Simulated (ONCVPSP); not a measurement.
Which change was made? (Sn, ONCV)

ONCVPSP 4.0.1 input, shortened (lines: element, Z, core and valence counts, functional; n l f; lmax; l rc ep ncon nbas qcut; lloc lpopt rc5 dvloc0; l nproj debl; icmod fcfact rcfact), LDA (Perdew-Wang 92), scalar-relativistic:

```
  Sn 50.00    8    3  -001012      upf
    1    0    2.00
    2    0    2.00
    2    1    6.00
    3    0    2.00
    3    1    6.00
    3    2   10.00
    4    0    2.00
    4    1    6.00
    4    2   10.00
    5    0    2.00
    5    1    1.50
    3
    0    1.60    0.00    3    6    4.80
    1    2.30    0.00    4    9    3.90
    2    1.10    0.00    4    9    7.60
    3    1.85    0.02    4    7    6.80
    4    5    1.10   -1.00
    0    2    0.60
    1    1    2.10
    2    2    1.50
    3    2    2.80
    3    4.50    1.70
```

Cutoffs, loose and tight: the cutoffs (Ha) at which the residual kinetic energy of the hardest occupied pseudo-wave falls to 1 and 0.1 mHa per electron. They do not see the model core or the augmentation charge, which bear on the density cutoff. Test errors are all-electron minus pseudo excitation energies from the reference, over the configurations 4d10 5s2 5p2; 4d10 5s2 5p1; 4d10 5s2 5p0; 4d9 5s2 5p3; variants that change the core or the reference have their own tests.

The base gives: outcome: generated; cutoff, loose: 203 Ha; cutoff, tight: 256 Ha; bound ghosts: s, p, d; GHOST(+) flags above zero: s; largest test error (meV): -235.

After one change the result is: outcome: generated; cutoff, loose: 42 Ha; cutoff, tight: 137 Ha; bound ghosts: s, p; GHOST(+) flags above zero: s, d; largest test error (meV): -249. Which change was it?
A. d: rc 1.2
B. d: rc 1.46
C. d: rc 0.98; local potential polynomial inside 0.98 bohr (lpopt 5, dvloc0 -1 Ha)
D. d: rc 1.6

B. The others give: d: rc 1.6 → outcome: generated; cutoff, loose: 28 Ha; cutoff, tight: 85 Ha; bound ghosts: s, p; GHOST(+) flags above zero: s, d; largest test error (meV): -220 | d: rc 0.98; local potential polynomial inside 0.98 bohr (lpopt 5, dvloc0 -1 Ha) → outcome: generated; cutoff, loose: 218 Ha; cutoff, tight: 317 Ha; bound ghosts: s, p; GHOST(+) flags above zero: s, d; largest test error (meV): -283 | d: rc 1.2 → outcome: generated; cutoff, loose: 142 Ha; cutoff, tight: 213 Ha; bound ghosts: s, p; GHOST(+) flags above zero: s; largest test error (meV): -283.
